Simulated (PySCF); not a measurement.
dichloro(silylmethyl)silane (CH6Cl2Si2), SMILES [SiH3]C[SiH](Cl)Cl.

Coordinates come from a PBE0-D3(BJ)/def2-SVP optimisation. The geometry has at least one imaginary mode, so it is a saddle point at that level. Other conformers were not sampled.

Two levels are set side by side: PBE/def2-TZVP (PySCF) and ωB97X/def2-TZVP (PySCF). Same geometry, gas phase. Differences are taken from unrounded values.

| quantity | ωB97X |
|---|---|
| orbital gap (eV) | 13.54 |
| highest occupied level (eV) | -11.21 |
| lowest empty level (eV) | 2.33 |
| dipole moment (D) | 2.15 |
| mean polarisability (bohr³) | 83.6 |

What does PBE give, and how far is it from ωB97X? (An estimate is asked for; the answer gives what the named calculation found.)


```
quantity                       PBE  PBE minus ωB97X
---------------------------  -----  ---------------
orbital gap (eV)              6.87            -6.67
highest occupied level (eV)  -7.51             3.71
lowest empty level (eV)      -0.64            -2.97
dipole moment (D)             2.00            -0.15
mean polarisability (bohr³)   88.1              4.5
```

PBE's occupied levels lie high since its potential decays too fast outside the molecule; exact exchange lowers them and widens the gap. Loosely held outer electrons make PBE densities more polarisable. Differences between two approximate levels are no errors against the true value.

Rough cost on one machine, each run with all the roots and properties that it gave: ωB97X against PBE within a factor of 2.
